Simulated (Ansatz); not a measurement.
Species: C4H8BN, SMILES `B/C=C/C=C/N` (charge 0, multiplicity 1).

Q: Give a relaxed geometry from PBE0-D4/def2-TZVP (Ansatz, a first-principles code).

A: One answer among several that fit: the end point of this relaxation, one of several conformers (outside a Z-matrix the atoms follow the SMILES, hydrogens last).
Z-matrix (Å, degrees):
```
C
C 1 1.3617
H 2 1.0903 1 116.84
H 1 1.0909 2 117.26 3 -179.96
C 1 1.4213 4 115.99 2 -179.86
C 5 1.3529 1 121.46 4 0.04
N 6 1.3510 5 126.41 1 -178.34
H 7 1.0020 6 120.33 5 -169.97
H 7 1.0045 8 117.02 6 -162.34
H 6 1.0865 7 114.49 8 11.55
H 5 1.0875 6 119.91 10 -179.96
B 2 1.5098 3 122.12 1 -179.87
H 12 1.1997 2 122.20 3 -0.13
H 12 1.2028 13 118.71 2 179.92
```
